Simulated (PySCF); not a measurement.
Ionisation energy of Ar+ by level of theory

Ar+ [Ne] 3s2 3p5 (2P) → Ar(2+) [Ne] 3s2 3p4 (3P), as a difference of total energies. Computed with PySCF 2.14 in aug-cc-pwCVDZ (6s5p3d, 36 functions), with the non-relativistic Hamiltonian (point nucleus). Correlated levels: nothing frozen. The calculations carry no spin-orbit coupling.

```tsv
method	ionisation energy (eV)
UHF	26.391
MP2 (all electrons)	27.167
SCS-MP2 (all electrons)	27.131
CCSD (all electrons)	27.087
CCSD(T) (all electrons)	27.104
```

A first-order spin-orbit estimate (lowest level to lowest level, LS coupling) adds -0.006 eV.

Errors of the correlated levels include the incompleteness of this basis.

Question: Which method comes closest to the reference value, and which is furthest?

Answer: The reference is 27.630 eV (measured; NIST Atomic Spectra Database, ionization energies). Closest: MP2 (all electrons) (error -0.469 eV); furthest: UHF (error -1.245 eV), both after the spin-orbit estimate.
